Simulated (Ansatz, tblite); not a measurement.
Isomers of SiTe$_{2}$⁻ (doublet), found by a short tight-binding search and relaxed with r2SCAN-D4/def2-TZVPD in Ansatz.

In the def2 sets Te takes a core potential; there is no spin–orbit coupling. The xTB rows come from tblite. LC-ωPBE has ω = 0.4 bohr⁻¹. Correlated methods freeze 13 core orbitals; core or outer-core shells of Te are correlated, in sets that lack core-valence functions.

B: At CCSD(T)/def2-SVPD the charge -1 doublet is spin-contaminated (final ⟨S²⟩ up to 0.85, 0.75 for a pure state).

Other spin states were run for one of them alone.

A:

```xyz
3

Si   -0.028    0.532    0.345
Te    2.074   -0.578    0.476
Te   -2.046    0.046   -0.821
```

B:

```xyz
3

Si   -1.570   -1.385    0.524
Te   -0.566    0.719   -0.069
Te    2.136    0.666   -0.456
```

Question: Estimate their order by electronic energy at PBE0-D4/def2-TZVPD, counted from the lowest.

Answer: A (0.00) < B (1.42), in eV.

Question: Do the other levels pick the same lowest one?

Answer: All that were run do. Energies above each level's lowest (eV):

```
                level     A     B
             GFN2-xTB  0.00  0.39
         HF/def2-SVPD  0.00  1.34
    PBE-D4/def2-TZVPD  0.00  1.33
 r2SCAN-D4/def2-TZVPD  0.00  1.47
r2SCANh-D4/def2-TZVPD  0.00  1.49
   PBE0-D4/def2-TZVPD  0.00  1.42
   LC-ωPBE/def2-TZVPD  0.00  1.49
        MP2/def2-SVPD  0.00  1.63
       CCSD/def2-SVPD  0.00  1.36
    CCSD(T)/def2-SVPD  0.00  1.39
```
Point groups (tolerance 0.1 Å): A C2v, B Cs. Lower isomers may exist.
